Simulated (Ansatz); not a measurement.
Consider the atomization: `[BH2][GeH2][SiH2]C` → B• + C• + Ge• + 9 H• + Si•.

Calculated with Ansatz (gas phase, PBE0-D4/def2-TZVP geometries, no zero-point term in ΔE). CCSD(T)/CBS is the MP2 limit (def2-TZVPP, def2-QZVPP) plus CCSD(T) − MP2 in def2-TZVPP, frozen cores. This one scheme is used for every species, atoms too. For atomizations the MP2-based limit and the directly extrapolated one differ by several kJ/mol either way, and by 10 to 25 for some Ge, Se and Sn compounds, so smaller differences from it don't rank the levels. Functionals use def2-TZVPP. Open shells (•) are unrestricted, without spin–orbit coupling. Spin–orbit coupling would lower the free atoms: a little for B, C, Si; clearly for Ge. For Ge outer-core shells are correlated without core-valence functions, so the limit isn't a true one: a few kJ/mol of doubt a bond, and 10 to 20 or more in all where bonds break to atoms. Scalar relativity is left out up to krypton. Each species was taken in one conformer, which may not be the lowest.

```
         level  ΔE (kJ/mol)
        PBE-D4       4111.6
       BLYP-D4       4069.7
     CAM-B3LYP       4109.6
MP2/def2-TZVPP       4020.8
```

Problem. What does CCSD(T)/CBS give? (An estimate is asked.)

Solution. Computed: +4120.7 kJ/mol. The listed levels differ from it by -9.1, -51.0, -11.1, -99.9 kJ/mol.

Largest T1 diagnostic among the species: 0.014.

From r2SCAN to r2SCAN0 (25 % exact exchange), in def2-TZVPP and without D4, ΔE moves by −25.2 kJ/mol: exact exchange takes away binding that semilocal exchange gives to molecules. The D4 term adds +41.7 kJ/mol with B3LYP and +22.2 kJ/mol with PBE0; it sums over pairs of atoms, weighted by their polarisabilities, and B3LYP, whose exchange is more repulsive, gets the larger term. In def2-TZVPP, CCSD(T) changes the Hartree–Fock value by +872.8 kJ/mol (the triples alone add +36.9 kJ/mol) and MP2 by +853.0 kJ/mol; breaking electron pairs costs correlation energy, which Hartree–Fock lacks.

B3LYP here is the variant with VWN-RPA as its local correlation; programs differ in this.
